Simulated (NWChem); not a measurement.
# C$_{2}$H$_{5}$FSe; SMILES CC[Se]F

```xyz
9

Se    -0.3694     0.6507    -0.0003
F      1.3990     0.8204    -0.0025
C     -0.3672    -1.1935     0.5838
C      0.3565    -2.1302    -0.3622
H     -1.4412    -1.4335     0.6769
H      0.0594    -1.2170     1.5980
H      1.3989    -1.8064    -0.4943
H     -0.1221    -2.1494    -1.3523
H      0.3658    -3.1552     0.0417
```
Atoms are numbered in this order, from 1.

Level: PBE0/def2-SVP (NWChem), optimised geometry, unscaled harmonic frequencies. This build's default masses of Se (78.918 u) and Br (79.917 u) are each other's, which moves their modes by up to 0.6 %.

### Question
List the harmonic frequencies with IR intensities, and the thermochemistry.

### Answer
```tsv
frequency (cm⁻¹)	IR intensity (km/mol)
89	0.7
181	3.2
269	0.5
315	0.6
582	1.1
666	45.7
736	8.3
970	9.6
1014	0.7
1082	2.7
1242	2.1
1269	15.3
1386	7.0
1426	4.6
1457	11.1
1476	5.0
3060	19.1
3068	6.0
3139	0.9
3156	9.0
3175	6.5
```

```
Property                                                                            Value
-----------------------------------------------------------------------  ----------------
zero-point energy                                                           42.5 kcal/mol
thermal correction to the enthalpy at 298.15 K (with zero-point energy)     46.6 kcal/mol
heat capacity Cv                                                         17.7 cal/(mol K)
entropy at 298.15 K and 1 atm (symmetry number 1)                        76.8 cal/(mol K)
dipole moment                                                                      2.49 D
```

Rigid rotor and harmonic oscillator; modes under 100 cm⁻¹ make the entropy uncertain.
